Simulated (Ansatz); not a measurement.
`C[Se][AlH][F]` and `C[Se][AlH][OH]` differ in one atom or group.

Ansatz, PBE0-D4/def2-TZVP geometries, multiplicity 1. Each molecule was computed in one conformer, which needn't be the lowest.

Scalar relativity is left out up to krypton.

| property | `C[Se][AlH][F]` |
| --- | --- |
| HOMO energy (ωB97M-V/def2-TZVPP) / eV | -9.21 |
| HOMO energy (PBE0/def2-TZVPP) / eV | -7.10 |
| HOMO–LUMO gap (PBE/def2-TZVPP) / eV | 4.33 |
| LUMO energy (ωB97M-V/def2-TZVPP) / eV | 0.66 |
| HOMO–LUMO gap (ωB97M-V/def2-TZVPP) / eV | 9.87 |
| LUMO energy (PBE/def2-TZVPP) / eV | -1.67 |

**Question.** What does the change do to each property? (An estimate is asked.)

**Answer.** The calculation gave: 
```csv
property,`C[Se][AlH][OH]`,shift
HOMO energy (ωB97M-V/def2-TZVPP) / eV,-8.96,0.25
HOMO energy (PBE0/def2-TZVPP) / eV,-6.84,0.26
HOMO–LUMO gap (PBE/def2-TZVPP) / eV,4.42,0.09
LUMO energy (ωB97M-V/def2-TZVPP) / eV,1.03,0.37
HOMO–LUMO gap (ωB97M-V/def2-TZVPP) / eV,9.99,0.12
LUMO energy (PBE/def2-TZVPP) / eV,-1.31,0.36
```

With PBE0 the HOMO rises by 0.26 eV and the LUMO rises by 0.36 eV, so the gap widens by about 0.10 eV. PBE moves the HOMO by 0.27 eV and ωB97M-V by 0.25 eV.

Spin–orbit coupling is left out; it splits and shifts lone-pair levels of the heavy atoms by tenths of an eV.
